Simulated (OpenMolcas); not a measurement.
Ru4+ with its 6 nearest fluoride ions at 1.886 Å, on the Ge site of Cs2GeF6 (a = 9.021 Å, distance in the model lattice 1.804 Å). The rest of the host is ab initio model potentials to 7.6 Å and point charges beyond; the distance is set by hand and nothing relaxes. Ligand basis ANO-RCC-VDZP.
```
Ru    0.0000    0.0000    0.0000
F     1.8860    0.0000    0.0000
F     0.0000    1.8860    0.0000
F    -1.8860    0.0000    0.0000
F     0.0000   -1.8860    0.0000
F     0.0000    0.0000    1.8860
F     0.0000    0.0000   -1.8860
```

```json
{"Program": "OpenMolcas", "Method": "SS-CASPT2, IPEA 0.25 Eh, imaginary shift 0.1 Eh (closed shells correlated: 4s 4p and the ligand valence shells)", "Basis": "ANO-RCC-VTZP [7s6p4d2f1g]", "Scalar Hamiltonian": "DKH2, point nucleus", "Active space": "4 electrons in 5 orbitals (4d)", "State averaging": "2S+1 = 5 even, 5 roots; 2S+1 = 3 even, 45 roots; 2S+1 = 1 even, 50 roots", "Spin-orbit coupling": "RASSI with atomic mean-field integrals over the reference wave functions"}
```

Question: What is the spin-free ground state (labels of O, the rotations of Oh)?

Answer: 3T1, 3-fold in its orbital part; d4 allows 2S+1 = 5, so this is a state of lower spin.

Question: Where is the first state of the same spin?

Answer: 3E at 29000 cm-1 above the ground state.

Question: What are the lowest two levels with spin-orbit coupling?

Answer: A 1-fold level, then a 3-fold level 790 cm-1 above it. Their leading multiplicities are 3 (98 %) and 3 (99 %).

Question: What is χT at 300 K, and how does it compare with the textbook value?

Answer: The lowest level has 2S+1 = 3, for which the spin-only value is χT = S(S+1) / 2 = 1.000 cm3 K/mol (g = 2). The computed 1.006 at 300 K differs by +0.006, through orbital momentum, spin-orbit coupling and any other state in reach. With a threefold ground state the orbital momentum is unquenched, so the spin-only value is not expected to hold.

Roots that are degenerate in the reference are averaged as groups; the widest CASPT2 spread within a group is 970 cm-1 (the 3-fold group of multiplicity 3 near 108000 cm-1 above the lowest state of its run). Shifts and gaps below about the spread of the groups concerned are not significant. Over all roots computed the reference weight is 0.67 to 0.70; a low but even weight reflects the number of correlated electrons. An orbital triplet at a regular site is open to Jahn-Teller coupling, which can distort the site and quench the lowest spin-orbit gaps and is left out. The least metal-like active orbital is 74 % on the metal (Löwdin) and no ligand orbital is active, so the numbers are rough. Ligand-to-metal charge-transfer states are missing. With no ligand orbital active B as a rule stays too high, so bands that hang on it stand too high and its fall with covalency is understated. With one d shell and no ligand orbital active, 10Dq can be off by a tenth or more. No measured value stands beside these numbers; the geometry was set by hand and not optimised.
